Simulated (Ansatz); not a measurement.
Geometry optimisation, RKS PBE-D4/def2-SVP in Ansatz 0.2.0.

The input (input.yaml):

```yaml
crystal:
  periodic: [false, false, false]
  atoms:
    - { symbol: Al, position_ang: [0.086409, 0.57596, -0.366273] }
    - { symbol: H, position_ang: [0.004156, -0.082476, 2.307677] }
    - { symbol: O, position_ang: [1.587924, -0.126427, -0.724993] }
    - { symbol: H, position_ang: [1.710505, -0.999085, -1.135105] }
    - { symbol: F, position_ang: [-1.370384, -0.148906, -0.732478] }
    - { symbol: Cl, position_ang: [0.04981, 2.603868, 0.451452] }
    - { symbol: H, position_ang: [0.010781, 0.605566, 2.077821] }
basis:
  gaussian: { orbitals: def2-SVP }
hamiltonian:
  xc: pbe
  dispersion: d4
relax:
  f_tol: 0.03
  max_steps: 50
```

Run as:

```bash
$ ansatz run input.yaml --threads 1 --pin off --max-ram 2048MiB --backend cpu --events-out ev --progress --plain --runs-dir out
```

**Question.** Where does it end, and by what steps?

**Answer.** It converged. After 9 steps the energy has fallen by 0.180 eV; H2 moved furthest, 0.46 Å.

```csv
step,energy less start (eV),largest force component (eV/Å),accepted
0,0.0000,1.819,yes
1,-0.1177,0.692,yes
2,-0.1360,0.839,yes
3,-0.1589,0.650,yes
4,-0.1720,0.418,yes
5,-0.1767,0.250,yes
6,-0.1788,0.132,yes
7,-0.1794,0.048,yes
8,-0.1795,0.070,yes
9,-0.1798,0.027,yes
```

```xyz
7
Properties=species:S:1:pos:R:3
Al 0.089 0.639 -0.212
H 0.010 -0.233 1.878
O 1.584 -0.080 -0.596
H 1.654 -0.966 -0.982
F -1.363 -0.143 -0.502
Cl 0.069 2.681 0.279
H 0.035 0.531 2.014
```

Whether the end is a true minimum wasn't checked by a vibrational analysis.

Time of the run: 22 s on 1 thread of Intel(R) Xeon(R) Platinum 8175M CPU @ 2.50GHz (Skylake/Cascade Lake), on a shared host, peak memory 0.16 GiB.
